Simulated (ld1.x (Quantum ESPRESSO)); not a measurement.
# Which change was made? (Lu, PAW)

```json
{
  "Element": "lutetium (Lu)",
  "Generator": "ld1.x (Quantum ESPRESSO) 7.5",
  "Type": "PAW",
  "Functional": "LDA (PZ)",
  "Relativity": "scalar-relativistic",
  "Frozen core": "[Kr] 4d10",
  "Valence charge": "25",
  "Reference configuration": "4f13 5s2 5p6 5d2 6s2 6p0",
  "Partial waves": "5s (bound): rcut 1.50, rcutus 1.80 bohr; 6s (bound): rcut 1.50, rcutus 1.80 bohr; 5p (bound): rcut 2.25, rcutus 2.40 bohr; 6p (bound, empty): rcut 2.25, rcutus 2.40 bohr; 5d (bound): rcut 2.10, rcutus 2.75 bohr; 5d channel at 4.05 Ry: rcut 2.10, rcutus 2.75 bohr; 4f (bound): rcut 0.85, rcutus 0.90 bohr; 4f channel at 0.3 Ry: rcut 0.85, rcutus 0.90 bohr",
  "Local potential": "all-electron potential smoothed inside 2.65 bohr (lloc = -1)",
  "Core correction": "Bessel-smoothed model core inside 0.65 bohr",
  "Augmentation charge": "PSQ, inside the norm-conserving radii"
}
```

Cutoffs, loose and tight: the cutoffs (Ry, on a coarse ladder) from which the occupation-weighted sum of valence levels, in a spherical-Bessel basis at the reference potential, stays within 10 and 1 mRy of its value at 400 Ry. They do not see the model core or the augmentation charge, which bear on the density cutoff. Test errors are all-electron minus pseudo excitation energies from the reference, over the configurations 4f14 5s2 5p6 5d1 6s2 6p0; 4f14 5s2 5p6 5d1 6s1 6p0; 4f14 5s2 5p6 5d1 6s0 6p0; 4f14 5s2 5p6 5d0 6s0 6p0; 4f14 5s2 5p6 5d2 6s0 6p0; 4f14 5s2 5p6 5d1 6s0 6p1; 4f13 5s2 5p6 5d2 6s1 6p0 (two spin-polarised tests are not counted in the largest error); variants that change the core or the reference have their own tests.

The base gives: outcome: generated; cutoff, loose: 260 Ry; cutoff, tight: over 300 Ry; bound ghosts: none; largest test error (meV): test run stopped at test 1 of 9 (negative rho).

**Question.** After one change the result is: outcome: generated; cutoff, loose: 200 Ry; cutoff, tight: over 300 Ry; bound ghosts: none; largest test error (meV): test run stopped at test 1 of 9 (negative rho). Which change was it?
A. all radii but the core radius scaled by about 0.76 (s 1.36, p 1.82, d 2.08, f 0.68 bohr, rcut 1.14/1.70/1.58/0.64); local potential all-electron potential smoothed inside 2.00 bohr (lloc = -1)
B. all radii but the core radius scaled by about 1.38 (s 2.48, p 3.30, d 3.78, f 1.24 bohr, rcut 2.06/3.10/2.88/1.16); local potential all-electron potential smoothed inside 3.64 bohr (lloc = -1)
C. all radii but the core radius scaled by about 1.13 (s 2.04, p 2.72, d 3.12, f 1.02 bohr, rcut 1.70/2.56/2.38/0.96); local potential all-electron potential smoothed inside 3.02 bohr (lloc = -1)

**Answer.** C. The others give: all radii but the core radius scaled by about 0.76 (s 1.36, p 1.82, d 2.08, f 0.68 bohr, rcut 1.14/1.70/1.58/0.64); local potential all-electron potential smoothed inside 2.00 bohr (lloc = -1) → outcome: generated, overlap not positive; bound ghosts: not determined (overlap not positive); largest test error (meV): test run stopped at test 1 of 9 (negative norm?) | all radii but the core radius scaled by about 1.38 (s 2.48, p 3.30, d 3.78, f 1.24 bohr, rcut 2.06/3.10/2.88/1.16); local potential all-electron potential smoothed inside 3.64 bohr (lloc = -1) → outcome: generated; cutoff, loose: 140 Ry; cutoff, tight: 200 Ry; bound ghosts: none; largest test error (meV): test run stopped at test 3 of 9 (negative rho), 2 before it not solved. A file whose overlap is not positive is unfit for use, and its test errors describe a broken file.
